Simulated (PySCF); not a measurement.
A structure optimised at PBE-D3(BJ)/def2-SVP, used in a PySCF frequency run:

```xyz
10

C     -0.0111     2.9271     0.0000
C      0.6796     1.7654     0.0000
C      0.0562     0.4536     0.0000
F     -1.2876     0.4385     0.0000
C      0.7468    -0.7162     0.0000
Cl    -0.0155    -2.2587     0.0000
H     -1.1114     2.9308     0.0000
H      0.5080     3.8961     0.0000
H      1.7818     1.7655     0.0000
H      1.8452    -0.7201     0.0000
```
Charge 0, spin multiplicity 1.

Task: Write its SMILES, formula and point group.

Result: C=C/C(F)=C/Cl, C4H4ClF, Cs

Task: What are its rotational constants (standard atomic weights)?

Result: 9.7656, 1.4036, 1.2272 GHz
